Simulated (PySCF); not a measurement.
# Polarisability and C₆ of C (carbon, neutral)

[He] 2s1 2p3, high-spin 5S determinant (an excited configuration). Calculation: PySCF 2.14, in aug-cc-pCVTZ-DK; scalar relativity by spin-free X2C-1e. Coupled (time-dependent) response in atomic units; α is the mean over directions.

```csv
method,mean α (bohr³),C₆ (like pair),S(−4)
UHF,8.732,31.34,36.76
PBE,11.13,42.34,73.27
PBE0,10.25,38.23,57.92
wB97M-V,10.75,40.19,66.83
```

S(−4) is the Cauchy moment in α(ω) = α(0) + S(−4) ω² + …

α(iu) at wB97M-V:

```
u (hartree)  α(iu) (bohr³)
          0          10.75
     0.0500          10.58
      0.100          10.13
      0.200          8.763
      0.300          7.285
      0.500          4.946
      0.750          3.196
       1.00          2.206
       1.50          1.218
       2.00         0.7671
       3.00         0.3836
       5.00         0.1538
```
